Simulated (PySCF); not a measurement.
C7H13Al.
Z-matrix (Å and degrees, PBE0-D3(BJ)/def2-SVP geometry), rows numbered from 1:
```
C 
C   1  1.5419
Al  2  1.9672  1  100.67
C   3  1.9792  2   96.54  1   -11.74
C   4  1.5078  3  120.96  2  -139.84
C   5  1.5054  4  121.06  3  -158.88
C   5  1.4987  4  120.92  3   -87.49
C   1  1.5360  2  111.16  3    35.68
H   1  1.1060  2  109.18  3   -83.81
H   1  1.1039  2  112.16  3   159.36
H   2  1.1080  1  110.02  3  -114.62
H   2  1.1014  1  112.96  3   127.51
H   3  1.5934  2  131.95  1   168.63
H   4  1.1118  3  105.25  2    97.86
H   5  1.0976  4  114.47  3    57.14
H   6  1.0944  5  117.22  7  -107.89
H   6  1.0936  5  119.04  7   107.77
H   7  1.0933  5  118.89  6  -108.16
H   7  1.0945  5  117.44  6   108.01
H   8  1.1071  1  108.62  2    67.26
H   8  1.1049  1  110.65  2  -177.23
```

The calculation used PySCF 2.14.0, density-fitted response routines, TDDFT B3LYP/def2-SVPD, vertical, gas phase, core orbitals frozen in the response.

Kohn–Sham orbitals with the atoms that hold most of them (Löwdin shares over 4%, at most four atoms; ? is withheld):

```csv
orbital,ε (eV),atoms
HOMO-3,-8.47,"C6 20%, C5 18%, C7 11%, C8 10%"
HOMO-2,-7.85,"C7 34%, C5 18%, C6 16%, C4 7%"
HOMO-1,-7.36,"C2 26%, Al3 20%, H13 17%, C1 10%"
HOMO,-6.27,?
LUMO,?,?
LUMO+1,0.07,"Al3 52%, C2 8%, H12 5%, H11 4%"
LUMO+2,0.60,"Al3 32%, H13 12%, C7 9%, H19 7%"
```

(1) Give the leading atoms of the HOMO.

(2) Give the leading atoms of the LUMO.

(3) What is the LUMO energy, and the HOMO–LUMO gap?

Results:

(1) C4 (bonded to Al, 2 C and H) 26%; Al3 (bonded to 2 C and H) 15%; C2 (bonded to Al, C and 2 H) 12%; C5 (bonded to 3 C and H) 11%. By element: carbon 49% or more, aluminium 15%.

(2) Al3 (bonded to 2 C and H) 56%; H13 (bonded to Al) 11%; C2 (bonded to Al, C and 2 H) 9%; C4 (bonded to Al, 2 C and H) 9%. By element: aluminium 56%, carbon 18% or more, hydrogen 11% or more.

(3) ε(LUMO) = -1.26 eV; the gap is 5.01 eV (0.1841 hartree).

How does S1 compare with the orbital gap of 5.01 eV?

S1 is at 3.96 eV (f = 0.0015), 1.05 eV below the gap, made of HOMO→LUMO (99%). Without the coupling terms of the response equations the lowest excitation would equal the gap.

One configuration dominates each of S1, S2, S3 and S4. Which, and how do the shares of the two leading atoms of either orbital change from the occupied to the empty one?

- S1 (3.96 eV, f 0.0015), HOMO→LUMO (99%): C4 26% → 9%, Al3 15% → 56%, H13 at most 11% → 11%
- S2 (4.99 eV, f 0.0004), HOMO-1→LUMO (98%): C2 26% → 9%, Al3 20% → 56%, H13 17% → 11%
- S3 (5.53 eV, f 0.017), HOMO→LUMO+1 (98%): C4 26% → at most 5%, Al3 15% → 52%, C2 12% → 8%
- S4 (5.80 eV, f 0.0002), HOMO-2→LUMO (98%): C7 34% → at most 9%, C5 18% → at most 9%, Al3 at most 8% → 56%, H13 at most 8% → 11%

Löwdin shares depend on the basis, the more so with diffuse functions.

One conformer stands for the species.
